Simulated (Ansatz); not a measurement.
Consider the cleavage of the Si–Ge bond: `C[NH][GeH2][SiH3]` + `[OH][GeH]([F])[SH]` → `[OH][GeH]([F])[S][SiH3]` + `C[NH][GeH3]`.

Calculated with Ansatz (gas phase, PBE0-D4/def2-TZVP geometries, no zero-point term in ΔE). CCSD(T)/CBS is the MP2 limit (def2-TZVPP, def2-QZVPP) plus CCSD(T) − MP2 in def2-TZVPP, frozen cores. Functionals use def2-TZVPP. For Ge outer-core shells are correlated without core-valence functions, which leaves a few kJ/mol of doubt a bond. Scalar relativity is left out up to krypton. One conformer a species, not always the lowest.

```csv
level,ΔE (kcal/mol),difference from CCSD(T)/CBS
PBE-D4,-8.8,2.7
PBE0-D4,-10.0,1.5
ωB97M-V,-12.0,-0.5
PBE,-8.3,3.2
HF/def2-TZVPP,-13.1,-1.6
CCSD/def2-TZVPP,-10.8,0.7
CCSD(T)/def2-TZVPP,-10.8,0.7
MP2/def2-QZVPP,-13.2,-1.7
MP2/CBS(def2),-13.5,-2.0
CCSD/CBS(def2),-11.6,-0.1
CCSD(T)/CBS,-11.5,0
```

Largest T1 diagnostic among the species: 0.012.

From PBE to PBE0 (25 % exact exchange), in def2-TZVPP and without D4, ΔE moves by −1.3 kcal/mol. The D4 term adds −0.8 kcal/mol with B3LYP and −0.4 kcal/mol with PBE0; it sums over pairs of atoms, weighted by their polarisabilities, and B3LYP, whose exchange is more repulsive, gets the larger term.

B3LYP here is the variant with VWN-RPA as its local correlation; programs differ in this.
